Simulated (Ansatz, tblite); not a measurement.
Cost and result up the ladder for Si₇⁻ (the lowest doublet isomer of a short search) (7 atoms). Charge -1, multiplicity 2. Geometry: PBE-D4/def2-SVPD.

Cartesian coordinates in Å:
```
Si 1.077 -0.171 0.353
Si 1.462 0.635 2.472
Si -0.446 -1.119 -1.342
Si -1.335 0.763 -0.028
Si 0.133 2.073 1.164
Si 1.722 -1.834 -1.091
Si -2.614 -0.348 -1.528
```

Ansatz on 4 threads of Arm Neoverse V2 on a shared host; xTB runs through tblite on one thread. Times are rough, summed over both states, and most runs start from the orbitals of an earlier one. PBE0-D4/def2-TZVPD serves as the yardstick here, not as an exact answer. The other state is a quartet at its own geometry, which has other bonds, so the gap mixes isomer and spin.

The xTB rows come from tblite. The structure comes from a short search, and lower isomers may exist.

Run but left out: HF/STO-3G, HF/def2-SVPD, HF/def2-TZVPD, MP2/def2-SVPD, MP2/def2-TZVPD, CCSD/def2-SVPD, CCSD(T)/def2-SVPD (doublet: ⟨S²⟩ 1.42 to 2.23, where a pure state has 0.75).

xTB has no spin-polarisation term.

```json
{"level": "GFN2-xTB", "functions": "63", "wall time": "0.031 s", "quartet − doublet (eV)": "0.84", "difference from PBE0-D4/def2-TZVPD (eV)": "0.06"}
{"level": "PBE-D4/def2-TZVPD", "functions": "301", "wall time": "23 s", "quartet − doublet (eV)": "0.79", "difference from PBE0-D4/def2-TZVPD (eV)": "0.00"}
{"level": "PBE0-D4/def2-TZVPD (with forces)", "functions": "301", "wall time": "43 s", "quartet − doublet (eV)": "0.79", "difference from PBE0-D4/def2-TZVPD (eV)": "0.00"}
{"level": "r2SCAN-D4/def2-TZVPD", "functions": "301", "wall time": "60 s", "quartet − doublet (eV)": "0.82", "difference from PBE0-D4/def2-TZVPD (eV)": "0.03"}
{"level": "B97M-V/def2-TZVPD", "functions": "301", "wall time": "82 s", "quartet − doublet (eV)": "0.90", "difference from PBE0-D4/def2-TZVPD (eV)": "0.12"}
```
